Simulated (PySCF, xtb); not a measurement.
B(Me)(OMe)(NH2) (C2H8BNO), SMILES B(OC)(C)N.

GFN2-xTB (xtb) at its own geometry gives an orbital gap of 7.04 eV and a dipole moment of 2.41 D.

Geometry: B3LYP-D3(BJ)/def2-SVP. The structure was generated by enumeration, and PubChem lists no compound with its InChIKey, so it may never have been made. One conformer was computed; it need not be the lowest.

### Question
What does PBE/def2-TZVP (PySCF) give? (An estimate is asked for; the answer gives what the named calculation found.)

### Answer
gap 6.18 eV (levels -6.16 and 0.02 eV), dipole 2.14 D.
